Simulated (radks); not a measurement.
Neutral cerium inside a hard spherical wall (all orbitals vanish at R), configuration held at [Xe] 4f1 5d1 6s2 and not refilled when levels cross. All-electron calculation, scalar-relativistic Kohn-Sham, LDA (Slater exchange, VWN5 correlation), spin-polarised, spherical densities, point nucleus; open shells are filled with parallel spins first (spin-orbit coupling, left out, can overturn this in heavy ions). Program: a radial shooting solver on a logarithmic mesh with Libxc functionals. Eigenvalues in eV for spin up, with the zero of energy where the potential of the charges vanishes at infinity; a dash marks a level that is unbound or too diffuse for the functional's potential to be trusted. A positive occupied level is held by the wall or, in an anion where self-interaction has pushed it up, behind a barrier. The pressure on the wall is -dE/dV.

R (bohr) = free: E (hartree) -8853.9223; kinetic (hartree) 9382.410; e(5p) -23.605; e(4f) -5.937; e(6s) -4.028; e(5d) -3.424; e(6p, empty) -1.481; e(7s, empty) -0.097; pressure (GPa) 0
R (bohr) = 12: E (hartree) -8853.9218; kinetic (hartree) 9382.416; e(5p) -23.567; e(4f) -5.899; e(6s) -3.999; e(5d) -3.391; e(6p, empty) -1.393; e(7s, empty) 1.148; pressure (GPa) 0.00743
R (bohr) = 10: E (hartree) -8853.9190; kinetic (hartree) 9382.440; e(5p) -23.418; e(4f) -5.746; e(6s) -3.876; e(5d) -3.262; e(6p, empty) -1.136; e(7s, empty) 2.629; pressure (GPa) 0.0753
R (bohr) = 6: E (hartree) -8853.7720; kinetic (hartree) 9383.145; e(5p) -20.953; e(4f) -3.093; e(6s) -0.801; e(5d) -0.918; e(6p, empty) 3.709; e(7s, empty) 18.697; pressure (GPa) 9.47
R (bohr) = 5: E (hartree) -8853.5133; kinetic (hartree) 9384.169; e(5p) -18.850; e(4f) -0.669; e(6s) 3.297; e(5d) 1.485; e(6p, empty) 9.536; e(7s, empty) 34.324; pressure (GPa) 40.0
R (bohr) = 3.5: E (hartree) -8851.5075; kinetic (hartree) 9391.766; e(5p) -9.823; e(4f) 10.109; e(6s) 27.936; e(5d) 13.529; e(6p, empty) 40.681; e(7s, empty) 104.64; pressure (GPa) 634
R (bohr) = 3: E (hartree) -8848.9111; kinetic (hartree) 9401.045; e(5p) -1.096; e(4f) 19.619; e(6s) 53.943; e(5d) 25.483; e(6p, empty) 70.917; e(7s, empty) 166.05; pressure (GPa) 2020
R (bohr) = 2.5: E (hartree) -8842.4517; kinetic (hartree) 9422.367; e(5p) 17.500; e(4f) 36.859; e(6s) 108.49; e(5d) 50.471; e(6p, empty) 131.57; e(7s, empty) 282.51; pressure (GPa) 7600
R (bohr) = 2: E (hartree) -8824.0753; kinetic (hartree) 9478.358; e(5p) 64.470; e(4f) 70.856; e(6s) 235.25; e(5d) 110.18; e(6p, empty) 267.44; e(7s, empty) 530.09; pressure (GPa) 36300
R (bohr) = 1.5: E (hartree) -8758.6889; kinetic (hartree) 9664.827; e(5p) 217.92; e(4f) 153.58; e(6s) 588.25; e(5d) 284.67; e(6p, empty) 632.97; e(7s, empty) 1160.6; pressure (GPa) 259000
